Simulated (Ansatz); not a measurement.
Cost and result for the atomization energy of C₄H₈BF (`C[C@@H](F)[C@@H]1BC1`) (14 atoms, 14 bonds).

Z-matrix (Å, degrees):
```
C
C 1 1.509
H 1 1.092 2 110.0
H 1 1.091 2 110.8 3 120.3
H 1 1.092 2 110.0 3 -119.5
F 2 1.395 1 108.1 3 -62.0
C 2 1.501 1 113.5 3 59.7
H 2 1.097 1 109.9 3 -177.5
B 7 1.527 2 123.3 1 161.3
C 7 1.540 2 118.5 1 90.9
H 7 1.090 2 113.2 1 -48.9
H 9 1.183 7 149.3 2 73.8
H 10 1.086 7 118.7 2 -133.8
H 10 1.089 7 116.5 2 5.4
```

Charge 0, multiplicity 1. The structure was optimised at the PBE0-D4/def2-TZVP level. It is one conformer, not always the lowest. Program: Ansatz. All runs use 4 threads of an Arm Neoverse V1 on a shared host. Times are those of one run each, without the atoms' runs, and a repeat can differ threefold. Electronic energies, without spin–orbit coupling; frozen cores. CCSD(T)/CBS adds CCSD(T) − MP2 in def2-TZVPP to the MP2 limit, and its time is that of the two runs behind it. T1 = 0.011. B3LYP takes the VWN-RPA correlation (the form of Gaussian; ORCA's B3LYP/G).

CCSD(T)/CBS is a level of theory with its own doubt, some kJ/mol a heavy atom from the limit and from the frozen cores, so smaller differences don't rank the functionals.

| level | functions | wall time |
| --- | --- | --- |
| PBE-D4/def2-TZVPP (with forces) | 298 | 3.6 s |
| PBE0-D4/def2-TZVPP | 298 | 3.8 s |
| r2SCAN-D4/def2-TZVPP (with forces) | 298 | 6.5 s |
| B3LYP-D4/def2-TZVPP (with forces) | 298 | 6.5 s |
| B2PLYP/def2-TZVPP | 298 | 8 s |
| ωB97X-V/def2-TZVPP | 298 | 10 s |
| ωB97M-V/def2-TZVPP (with forces) | 298 | 16 s |
| MP2/def2-QZVPP | 582 | 41 s |
| CCSD(T)/def2-TZVPP | 298 | 17 min |
| CCSD(T)/CBS(def2) | – | 18 min |

(1) What atomization energy does each give, and how far from CCSD(T)/CBS? (Best estimate.)

Results:

(1) Ansatz gave: 
| level | atomization (kJ/mol) | difference from CCSD(T)/CBS | per bond |
| --- | --- | --- | --- |
| PBE-D4/def2-TZVPP (with forces) | 5705.5 | 161.7 | 11.5 |
| PBE0-D4/def2-TZVPP | 5621.8 | 78.0 | 5.6 |
| r2SCAN-D4/def2-TZVPP (with forces) | 5598.3 | 54.5 | 3.9 |
| B3LYP-D4/def2-TZVPP (with forces) | 5566.5 | 22.7 | 1.6 |
| B2PLYP/def2-TZVPP | 5512.4 | -31.4 | -2.2 |
| ωB97X-V/def2-TZVPP | 5578.7 | 34.9 | 2.5 |
| ωB97M-V/def2-TZVPP (with forces) | 5587.2 | 43.4 | 3.1 |
| MP2/def2-QZVPP | 5594.1 | 50.3 | 3.6 |
| CCSD(T)/def2-TZVPP | 5420.7 | -123.1 | -8.8 |
| CCSD(T)/CBS(def2) | 5543.8 | 0.0 | 0.0 |

From PBE to PBE0 (25 % exact exchange), in def2-TZVPP and without D4, the atomization energy moves by −79.7 kJ/mol: exact exchange takes away binding that semilocal exchange gives to molecules. In def2-TZVPP, CCSD(T) changes the Hartree–Fock value by +1249.7 kJ/mol (the triples alone add +74.3 kJ/mol) and MP2 by +1350.9 kJ/mol; breaking electron pairs costs correlation energy, which Hartree–Fock lacks. The D4 term adds +39.9 kJ/mol with B3LYP and +21.1 kJ/mol with PBE0; it sums over pairs of atoms, weighted by their polarisabilities, and B3LYP, whose exchange is more repulsive, gets the larger term.
